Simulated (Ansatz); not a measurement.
`CCBNC` and `CNBCN` differ in one atom or group.

Ansatz, PBE0-D4/def2-TZVP geometries, multiplicity 1. Each molecule was computed in one conformer, which needn't be the lowest.

| property | `CCBNC` |
| --- | --- |
| HOMO energy (ωB97M-V/def2-TZVPP) / eV | -9.92 |
| size of the dipole moment (B3LYP/def2-TZVPP) / D | 1.47 |
| HOMO–LUMO gap (PBE/def2-TZVPP) / eV | 6.12 |
| LUMO energy (B3LYP/def2-TZVPP) / eV | 0.57 |
| HOMO–LUMO gap (PBE0/def2-TZVPP) / eV | 8.38 |
| size of the dipole moment (PBE/def2-TZVPP) / D | 1.53 |

(1) What does the change do to each property? (Best estimate.)

Answers

(1) Ansatz gave: 
```json
{"property": "HOMO energy (ωB97M-V/def2-TZVPP) / eV", "`CNBCN`": "-8.91", "shift": "1.01"}
{"property": "size of the dipole moment (B3LYP/def2-TZVPP) / D", "`CNBCN`": "2.59", "shift": "1.12"}
{"property": "HOMO–LUMO gap (PBE/def2-TZVPP) / eV", "`CNBCN`": "4.49", "shift": "-1.63"}
{"property": "LUMO energy (B3LYP/def2-TZVPP) / eV", "`CNBCN`": "0.18", "shift": "-0.39"}
{"property": "HOMO–LUMO gap (PBE0/def2-TZVPP) / eV", "`CNBCN`": "6.93", "shift": "-1.45"}
{"property": "size of the dipole moment (PBE/def2-TZVPP) / D", "`CNBCN`": "2.61", "shift": "1.08"}
```

With PBE0 the HOMO rises by 1.08 eV and the LUMO falls by 0.37 eV, so the gap narrows by about 1.45 eV. PBE moves the HOMO by 1.29 eV and ωB97M-V by 1.01 eV. Dipoles are sizes alone; their direction can turn.

B3LYP here is the variant with VWN-RPA as its local correlation; programs differ in this.
